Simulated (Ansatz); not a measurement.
The cluster Cu₃Ag₄⁺, relaxed as a singlet with RKS r2SCAN-D4/def2-SVP in Ansatz, starting from the GFN1-xTB geometry. Force threshold 0.02 eV/Å.

In the def2 sets Ag takes a core potential; there is no spin–orbit coupling. The restricted singlet is unstable towards broken spin symmetry in Hartree–Fock (as tested in another run); at r2SCAN-D4/def2-SVP this wasn't settled. The relaxation made no stability test and no search for a lower SCF solution. No other spin state of charge 1 was run. Another isomer (singlet) lies 0.17 eV lower at PBE0-D4/def2-TZVP; other spin states weren't run for this one.

Start:

```xyz
7

Ag   -1.115   -0.846   -2.294
Ag    2.780   -0.216    0.269
Ag   -2.687    0.057   -0.188
Ag   -1.380    1.039    2.056
Cu    1.133    0.834    1.876
Cu    1.347   -0.861   -1.717
Cu   -0.077   -0.008   -0.002
```

**Question.** Estimate the energy that the relaxation releases and the steps that it takes.

**Answer.** 5.0 kcal/mol, in 8 steps; 1.8 min on 4 threads of Arm Neoverse V1 on a shared host. The force fell under the threshold at step 6, but the optimiser went on. No frequencies were taken in this run, so the end may be a saddle point.

**Question.** Does the start keep its bonding?

**Answer.** By distances, no bond broke or formed. The bond that changes most is Ag2–Cu7, from 2.88 to 2.57 Å (atoms count from 1).

**Question.** Predict the relaxed structure.

**Answer.** 
Cartesian coordinates in Å:
```
Ag -1.0658 -1.2024 -2.0341
Ag 2.4836 -0.5226 0.3846
Ag -2.4428 0.4402 -0.3455
Ag -1.3177 0.6670 2.1306
Cu 1.0889 1.1599 1.6206
Cu 1.2964 -0.3861 -1.8234
Cu -0.0426 -0.1561 0.0672
```
Bond lengths (bridged metal pairs left out): 8 × Ag–Cu 2.51 to 2.57 Å; 2 × Cu–Cu 2.33 Å; 2 × Ag–Ag 2.73 Å.
